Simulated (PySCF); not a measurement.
BiH2F, SMILES [F][BiH2].

The structure is a stationary point at B3LYP-D3(BJ)/def2-TZVP. The def2 effective core potentials stand for the cores of Bi; spin–orbit coupling is left out.

Method: PySCF 2.14.0 with IEF-PCM-PBE0/def2-SVP.

The values are the electrostatic part of the solvation free energy, E(continuum) − E(gas) at the gas-phase geometry, in a cavity of scaled van der Waals radii (PySCF's table); cavitation and dispersion terms are not included. A continuum can't describe solvent molecules that bind to the metal. In vacuum the orbital gap is 6.43 eV. The dipole moment in vacuum is 3.44 D.

Computed values in water (ε = 78.36), 2-propanol (ε = 19.26), dimethylsulfoxide (ε = 46.83):
| solvent | ε | ΔG(elec) (kcal/mol) | dipole (D) | gap (eV) |
|---|---|---|---|---|
| water | 78.36 | -5.8 | 4.30 | 6.53 |
| 2-propanol | 19.26 | -5.5 | 4.25 | 6.52 |
| dimethylsulfoxide | 46.83 | -5.7 | 4.29 | 6.52 |
